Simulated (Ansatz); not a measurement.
C₅H₂BF₇O₃ (`O[B-]1(F)OC(C(F)(F)F)=CC(C(F)(F)F)=[O+]1`). Total charge 0; spin multiplicity 1. The structure was optimised at the PBE0-D4/def2-TZVP level. It is one conformer, not always the lowest.

```xyz
18

O    -2.231   -1.346    0.626
B    -1.172   -0.759    1.304
F    -1.147   -0.817    2.655
O     0.143   -1.382    0.785
C     0.811   -0.874   -0.157
C     1.952   -1.761   -0.657
F     2.602   -1.183   -1.665
F     2.816   -1.985    0.327
F     1.474   -2.925   -1.077
C     0.591    0.384   -0.689
C    -0.374    1.142   -0.049
C    -0.616    2.605   -0.424
F     0.161    2.974   -1.440
F    -1.883    2.782   -0.776
F    -0.349    3.388    0.615
O    -1.099    0.730    0.898
H    -2.868   -1.751    1.216
H     1.188    0.778   -1.493
```

Question: What is the dipole moment at ωB97M-V/def2-TZVPP? (Best estimate.)

Answer: Ansatz gave: 2.06 D, with components (0.94, 0.64, -1.72) D in this frame, pointing from negative to positive charge.

Question: And with PBE, r2SCAN, B3LYP? (An estimate is asked.)

Answer: Ansatz gave: PBE 1.78 D, r2SCAN 1.87 D, B3LYP 2.01 D.

Question: Give the Mulliken charges with ωB97M-V, B3LYP, PBE in def2-TZVPP. (Estimate.)

Answer: Ansatz gave: 
```json
{"atom": "O1", "ωB97M-V": "-0.33", "B3LYP": "-0.34", "PBE": "-0.29"}
{"atom": "B2", "ωB97M-V": "0.33", "B3LYP": "0.40", "PBE": "0.24"}
{"atom": "F3", "ωB97M-V": "-0.28", "B3LYP": "-0.29", "PBE": "-0.25"}
{"atom": "O4", "ωB97M-V": "-0.21", "B3LYP": "-0.22", "PBE": "-0.15"}
{"atom": "C5", "ωB97M-V": "0.22", "B3LYP": "0.22", "PBE": "0.19"}
{"atom": "C6", "ωB97M-V": "0.48", "B3LYP": "0.52", "PBE": "0.39"}
{"atom": "F7", "ωB97M-V": "-0.15", "B3LYP": "-0.16", "PBE": "-0.12"}
{"atom": "F8", "ωB97M-V": "-0.14", "B3LYP": "-0.15", "PBE": "-0.11"}
{"atom": "F9", "ωB97M-V": "-0.13", "B3LYP": "-0.15", "PBE": "-0.10"}
{"atom": "C10", "ωB97M-V": "-0.22", "B3LYP": "-0.26", "PBE": "-0.25"}
{"atom": "C11", "ωB97M-V": "0.22", "B3LYP": "0.22", "PBE": "0.19"}
{"atom": "C12", "ωB97M-V": "0.48", "B3LYP": "0.52", "PBE": "0.39"}
{"atom": "F13", "ωB97M-V": "-0.15", "B3LYP": "-0.16", "PBE": "-0.12"}
{"atom": "F14", "ωB97M-V": "-0.13", "B3LYP": "-0.15", "PBE": "-0.10"}
{"atom": "F15", "ωB97M-V": "-0.14", "B3LYP": "-0.15", "PBE": "-0.11"}
{"atom": "O16", "ωB97M-V": "-0.21", "B3LYP": "-0.22", "PBE": "-0.15"}
{"atom": "H17", "ωB97M-V": "0.19", "B3LYP": "0.20", "PBE": "0.20"}
{"atom": "H18", "ωB97M-V": "0.16", "B3LYP": "0.17", "PBE": "0.14"}
```

B3LYP here is the variant with VWN-RPA as its local correlation; programs differ in this.
